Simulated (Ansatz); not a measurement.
C3HCl, SMILES `C#C[C]Cl` (singlet; the order of the spin states depends on the level) (charge 0, multiplicity 1). This singlet lies 0.08 eV above the relaxed triplet at the level B3LYP/cc-pVTZ // PBE0-D3(BJ)/def2-TZVP (Ansatz, a program for electronic structure); other levels give the other order.

Cartesian coordinates (Å):
```xyz
5

C     -1.2373    -0.2028    -0.7291
C     -0.0252    -0.1985    -0.6249
C      1.3296    -0.4157    -0.4916
Cl     2.2317     1.0150    -0.5225
H     -2.2988    -0.1981    -0.8209
```
Charge 0, multiplicity 1.

Frozen-core energies in 6-31g from Ansatz at a geometry from PBE0-D3(BJ)/def2-TZVP; the HF reference has <S^2> = 0.00 (restricted, and unstable towards unrestricted orbitals) and the T1 diagnostic is 0.023.

```tsv
level	energy (Ha)
HF	-573.40489
MP2	-573.69295
CCSD	-573.71910
CCSD(T)	-573.73263
```

Task: Estimate the energies of CCSDT and CCSDT(Q), and give each level's difference from CCSDT(Q).

Result: 
```json
[
 {"level": "MP2", "energy (Ha)": "-573.69295", "difference from CCSDT(Q) (mHa)": "42.14"},
 {"level": "CCSD", "energy (Ha)": "-573.71910", "difference from CCSDT(Q) (mHa)": "15.99"},
 {"level": "CCSD(T)", "energy (Ha)": "-573.73263", "difference from CCSDT(Q) (mHa)": "2.46"},
 {"level": "CCSDT", "energy (Ha)": "-573.73368", "difference from CCSDT(Q) (mHa)": "1.41"},
 {"level": "CCSDT(Q)", "energy (Ha)": "-573.73509", "difference from CCSDT(Q) (mHa)": "0.00"}
]
```
